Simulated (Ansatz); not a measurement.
This geometry of CH3AlBF (7 atoms, charge 0, multiplicity 1) is a first-order saddle point.

These are results of RKS revPBE-D4/def2-SVP (Ansatz 0.2.0), not measurements.

```xyz
7
Properties=species:S:1:pos:R:3
F -2.379 -1.400 0.793
C -1.706 -0.392 0.191
B -0.302 -0.155 0.090
Al 1.732 0.390 -0.188
H -2.374 0.355 -0.294
H 2.480 1.327 0.874
H 2.549 -0.127 -1.466
```

(1) Which two structures does it join? (They come from a converged band through this point; their orientation in space is the band's.)

(2) How far does it lie above each of them?

## Answers

(1) No bond is made or broken.  The two ends are copies of one structure, up to a mirror image or an exchange of like atoms.

First end point:

```xyz
7
Properties=species:S:1:pos:R:3
F -2.501 -0.405 1.216
C -1.652 -0.489 0.171
B -0.282 -0.055 0.113
Al 1.686 0.498 -0.178
H -2.110 -0.956 -0.728
H 2.504 1.189 1.014
H 2.355 0.219 -1.607
```

Last end point:

```xyz
7
Properties=species:S:1:pos:R:3
F -2.549 -1.048 -0.550
C -1.650 -0.456 0.263
B -0.286 -0.109 -0.035
Al 1.684 0.467 -0.263
H -2.057 -0.228 1.272
H 2.432 1.158 0.975
H 2.425 0.216 -1.661
```

(2) 0.37 eV above the first and 0.37 eV above the second. This is the barrier of this one path; another mechanism may lie lower.

Time of the run: 4.4 min on 1 thread of Intel(R) Xeon(R) Platinum 8223CL CPU @ 3.00GHz (Skylake/Cascade Lake), with other jobs on the host, peak memory 0.15 GiB.
